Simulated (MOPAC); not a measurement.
MOPAC input (AM1):

```
AM1 PRECISE GNORM=0.05 LET XYZ GEO-OK AUX(PRECISION=9) THREADS=1
H5As

As   -0.00000000 1    0.00000000 1   -0.00000000 1
H     0.00688200 1   -0.00058800 1    1.60544900 1
H    -0.00688200 1    0.00058800 1   -1.60544900 1
H     1.53171700 1    0.00083800 1   -0.00656600 1
H    -0.76658200 1    1.32609900 1    0.00377200 1
H    -0.76513500 1   -1.32693600 1    0.00279400 1
```

Output:

```
 *******************************************************************************
 **                                                                           **
 **                              MOPAC v23.2.5                                **
 **                                                                           **
 *******************************************************************************
 ** MOPAC's Digital Object Identifier: https://doi.org/10.5281/zenodo.6511958 **
 **                                                                           **
 ** Please cite the open-source release paper for use of this MOPAC version:  **
 ** J. E. Moussa and J. J. P. Stewart (2026)                                  **
 ** MOPAC: An open-source semiempirical molecular orbital program             **
 ** J. Open Source Softw., 11(119), 8025, https://doi.org/10.21105/joss.08025 **
 *******************************************************************************

                              AM1 CALCULATION RESULTS

 *******************************************************************************
 *  AM1        - The AM1 Hamiltonian to be used
 *  GEO-OK     - OVERRIDE INTERATOMIC DISTANCE AND OTHER SAFETY CHECKS
 *  LET        - OVERRIDE SOME SAFETY CHECKS
 *  PRECISE    - TIGHTER CRITERIA TO BE USED
 *  XYZ        - CARTESIAN COORDINATE SYSTEM TO BE USED
 *  GNORM      - EXIT WHEN GRADIENT NORM DROPS BELOW 0.050
 *  AUX        - OUTPUT AUXILIARY INFORMATION
 *******************************************************************************
AM1 PRECISE GNORM=0.05 LET XYZ GEO-OK AUX(PRECISION=9) THREADS=1
 H5As

   ATOM   CHEMICAL          X               Y               Z
  NUMBER   SYMBOL      (ANGSTROMS)     (ANGSTROMS)     (ANGSTROMS)

     1      As         -0.00000000  *   0.00000000  *  -0.00000000  *
     2       H          0.00688200  *  -0.00058800  *   1.60544900  *
     3       H         -0.00688200  *   0.00058800  *  -1.60544900  *
     4       H          1.53171700  *   0.00083800  *  -0.00656600  *
     5       H         -0.76658200  *   1.32609900  *   0.00377200  *
     6       H         -0.76513500  *  -1.32693600  *   0.00279400  *

          CARTESIAN COORDINATES

    NO.       ATOM           X           Y           Z

     1        As         -0.0000      0.0000     -0.0000
     2         H          0.0069     -0.0006      1.6054
     3         H         -0.0069      0.0006     -1.6054
     4         H          1.5317      0.0008     -0.0066
     5         H         -0.7666      1.3261      0.0038
     6         H         -0.7651     -1.3269      0.0028

  H: (AM1): M.J.S. DEWAR ET AL, J. AM. CHEM. SOC. 107 3902-3909 (1985)
 As: (AM1): J. J. P. STEWART, J. MOL. MOD., 10, 155-164 (2004)

           Empirical Formula: H5 As  =     6 atoms

      MOLECULAR POINT GROUP   :   D3h

      RHF CALCULATION, NO. OF DOUBLY OCCUPIED LEVELS = 5

          Geometry optimization using EF

          DIAGONAL MATRIX USED AS START HESSIAN

 CYCLE:     1  GRAD.:    77.560 HEAT:  61.96911
 CYCLE:     2  GRAD.:    25.056 HEAT:  51.43818
 CYCLE:     3  GRAD.:     8.373 HEAT:  50.55719
 CYCLE:     4  GRAD.:     2.776 HEAT:  50.47298
 CYCLE:     5  GRAD.:     1.301 HEAT:  50.46555
 CYCLE:     6  GRAD.:     0.096 HEAT:  50.46329
 CYCLE:     7  GRAD.:     0.009 HEAT:  50.46328

     GRADIENT =  0.00871 IS LESS THAN CUTOFF =  0.05000

 -------------------------------------------------------------------------------
 AM1 PRECISE GNORM=0.05 LET XYZ GEO-OK AUX(PRECISION=9) THREADS=1
 H5As

     GEOMETRY OPTIMISED USING EIGENVECTOR FOLLOWING (EF).
     SCF FIELD WAS ACHIEVED

                              AM1 CALCULATION
                                                       MOPAC v23.2.5 Linux

          FINAL HEAT OF FORMATION =         50.46328 KCAL/MOL =     211.13836 KJ/MOL

          COSMO AREA              =         69.01 SQUARE ANGSTROMS
          COSMO VOLUME            =         51.73 CUBIC ANGSTROMS

          GRADIENT NORM           =          0.00871          =       0.00356 PER ATOM
          IONIZATION POTENTIAL    =          9.795168 EV
          HOMO LUMO ENERGIES (EV) =         -9.795 -0.266
          NO. OF FILLED LEVELS    =          5
          MOLECULAR WEIGHT        =         79.9611         POINT GROUP:  D3h

          MOLECULAR DIMENSIONS (Angstroms)

            Atom       Atom       Distance
            H     3    H     2     2.89815
            H     5    H     4     2.48799
            H     6    H     5     2.15466

          SCF CALCULATIONS        =          8

   ATOM   CHEMICAL          X               Y               Z
  NUMBER   SYMBOL      (ANGSTROMS)     (ANGSTROMS)     (ANGSTROMS)

     1      As         -0.00000025  *  -0.00000045  *   0.00000000  *
     2       H          0.00621197  *  -0.00053038  *   1.44905958  *
     3       H         -0.00621155  *   0.00053112  *  -1.44905958  *
     4       H          1.43642953  *   0.00078617  *  -0.00615733  *
     5       H         -0.71889307  *   1.24360353  *   0.00353721  *
     6       H         -0.71753475  *  -1.24438553  *   0.00262011  *

                             CARTESIAN COORDINATES

   1   As       -0.000000247    -0.000000453     0.000000001
   2    H        0.006211965    -0.000530380     1.449059576
   3    H       -0.006211554     0.000531116    -1.449059578
   4    H        1.436429528     0.000786174    -0.006157331
   5    H       -0.718893066     1.243603529     0.003537213
   6    H       -0.717534747    -1.244385531     0.002620112

           Empirical Formula: H5 As  =     6 atoms

      MOLECULAR POINT GROUP   :   D3h

                  EIGENVALUES
 -20.81206 -14.42482 -13.99838 -13.99836  -9.79517  -0.26584   3.40506   3.40507
   4.14328

              NET ATOMIC CHARGES AND DIPOLE CONTRIBUTIONS

  ATOM NO.   TYPE          CHARGE      No. of ELECS.   s-Pop       p-Pop
    1         As           2.449473        2.5505     0.97318     1.57735
    2          H          -0.528916        1.5289     1.52892
    3          H          -0.528916        1.5289     1.52892
    4          H          -0.463881        1.4639     1.46388
    5          H          -0.463880        1.4639     1.46388
    6          H          -0.463881        1.4639     1.46388
 DIPOLE           X         Y         Z       TOTAL
 POINT-CHG.    -0.000    -0.000     0.000     0.000
 HYBRID        -0.000    -0.000     0.000     0.000
 SUM           -0.000    -0.000     0.000     0.000

          ATOMIC ORBITAL ELECTRON POPULATIONS

     Atom    s        px        py        pz
    1 As   0.97318   0.51337   0.51337   0.55062
    2  H   1.52892
    3  H   1.52892
    4  H   1.46388
    5  H   1.46388
    6  H   1.46388

 **********************
 *                    *
 * JOB ENDED NORMALLY *
 *                    *
 **********************

 == MOPAC DONE ==
```

The geometry given is a B3LYP-D3(BJ)/def2-TZVP minimum.
